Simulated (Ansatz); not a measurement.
Cost and result for the atomization energy of C3H4MgO3, SMILES `[OH][Mg-]1[O]C=CC=[O+]1` (11 atoms, 11 bonds).

Cartesian coordinates in Å:
```
O 0.511 3.142 1.111
Mg 0.249 1.485 0.502
O -0.465 -0.090 1.386
C -0.605 -1.221 0.847
C -0.282 -1.565 -0.465
C 0.256 -0.666 -1.384
O 0.525 0.550 -1.181
H 0.824 4.007 0.879
H -1.024 -2.013 1.483
H -0.460 -2.582 -0.787
H 0.470 -1.048 -2.392
```

Charge 0, multiplicity 1. Correlated methods include outer-core shells of Mg, which these sets cover unevenly. The geometry is a stationary point of PBE0-D4/def2-TZVP. It is one conformer, not always the lowest. Program: Ansatz. All runs use 4 threads of an Arm Neoverse V1 on a shared host. Times are those of one run each, without the atoms' runs, and a repeat can differ threefold. Electronic energies, without spin–orbit coupling; frozen cores. CCSD(T)/CBS adds CCSD(T) − MP2 in def2-TZVPP to the MP2 limit, and its time is that of the two runs behind it. T1 = 0.016. With those shells the extrapolation isn't a true limit. HSE06 is the plane-wave form, built on full-range PBE exchange.

CCSD(T)/CBS is a level of theory with its own doubt, some kJ/mol a heavy atom from the limit and from the frozen cores, so smaller differences don't rank the functionals.

| level | functions | wall time | atomization (kJ/mol) | difference from CCSD(T)/CBS | per bond |
| --- | --- | --- | --- | --- | --- |
| LDA (SPW92)/def2-TZVPP | 274 | 1.8 s | 5583.7 | 799.0 | 72.6 |
| revPBE-D4/def2-TZVPP | 274 | 2.9 s | 4794.4 | 9.7 | 0.9 |
| PBE0-D4/def2-TZVPP | 274 | 4 s | 4787.3 | 2.6 | 0.2 |
| HSE06-D4/def2-TZVPP | 274 | 4.6 s | 4791.6 | 6.9 | 0.6 |
| CAM-B3LYP-D4/def2-TZVPP | 274 | 4.9 s | 4791.4 | 6.7 | 0.6 |
| r2SCAN-D4/def2-TZVPP (with forces) | 274 | 6.5 s | 4823.3 | 38.6 | 3.5 |
| ωB97X-V/def2-TZVPP | 274 | 11 s | 4772.3 | -12.4 | -1.1 |
| B97M-V/def2-TZVPP | 274 | 14 s | 4773.9 | -10.8 | -1.0 |
| ωB97M-V/def2-TZVPP (with forces) | 274 | 15 s | 4768.1 | -16.6 | -1.5 |
| CCSD(T)/def2-SVP | 122 | 21 s | 4531.0 | -253.7 | -23.1 |
| MP2/def2-QZVPP | 525 | 33 s | 4899.2 | 114.5 | 10.4 |
| CCSD(T)/def2-TZVPP | 274 | 9.5 min | 4621.3 | -163.4 | -14.9 |
| CCSD(T)/CBS(def2) | – | 10 min | 4784.7 | 0.0 | 0.0 |

From PBE to PBE0 (25 % exact exchange), in def2-TZVPP and without D4, the atomization energy moves by −154.8 kJ/mol: exact exchange takes away binding that semilocal exchange gives to molecules. At CCSD(T), def2-SVP lies −253.7 kJ/mol from the extrapolated value and def2-TZVPP −163.5 kJ/mol: correlation converges slowly with the basis, and small sets miss more of it in the bonded molecule than in its fragments. The D4 term adds +37.5 kJ/mol with B3LYP and +19.7 kJ/mol with PBE0; it sums over pairs of atoms, weighted by their polarisabilities, and B3LYP, whose exchange is more repulsive, gets the larger term.

B3LYP here is the variant with VWN-RPA as its local correlation; programs differ in this.
